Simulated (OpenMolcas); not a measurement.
## What dynamic correlation does to the levels of Mg II

* Program: OpenMolcas 26.06
* Basis: ANO-RCC-VDZ [4s3p]
* Scalar Hamiltonian: DKH4, point nucleus
* Active space: 1 electron in 8 orbitals (3s 3p 4s 4p)
* State averaging: 2S+1 = 2 even, 1 root; 2S+1 = 2 odd, 3 roots
* Spin-orbit coupling: RASSI with atomic mean-field integrals over the reference wave functions, term energies averaged over their components

Methods on the same reference wave functions:
A. CASSCF
B. SS-CASPT2, IPEA 0.25 Eh, imaginary shift 0.1 Eh (closed shells correlated: 2s 2p)

Energies in cm⁻¹ above 3s ²S_1/2, the measured ground level; measured values from NIST Handbook of Basic Atomic Spectroscopic Data.

```csv
Level,A,B,Measured
3s ²S_1/2,0.0,0.0,0.0
3p ²P°_1/2,34966,34874,35669
3p ²P°_3/2,35025,34933,35761
```

Deviations, from unrounded energies. A percentage is the sum of absolute deviations over the sum of measured energies, with the sign that they share, or ± where signs differ.

```json
{"Against measurement": "mean absolute deviation (cm-1)", "Levels": "2", "A": "720", "B": "810"}
{"Against measurement": "other configurations (%)", "Levels": "2", "A": "-2.0", "B": "-2.3"}
```

A lies closest to measurement on these levels. The largest miss of A in the table is 3p ²P°_3/2, by -740 cm-1. The ranking rests on the paired levels alone, and a cruder setting can come out closer through cancelling errors.

The lowest spin-free term lies below A's lowest term by 0.080 hartree in B.

With one active electron outside closed inactive shells, the extra shells (4p 4s) add no correlation to the reference. ANO sets are built for ground and valence states and can reach diffuse excited orbitals poorly. With one active electron the reference holds no correlation, so core polarisation is missing (holds for A). With one active electron, CASPT2 adds the correlation within the correlated inactive shells and between them and that electron, and leaves the splitting within a term as the reference gives it (holds for B). Computed and measured levels are paired by configuration, term and J; levels that our copy of the source lacks, or whose pairing is in doubt (as where it misses far off the trend of its configuration), stay unpaired and out of the deviations. Levels of configurations outside the active space are missing.

° marks odd parity.
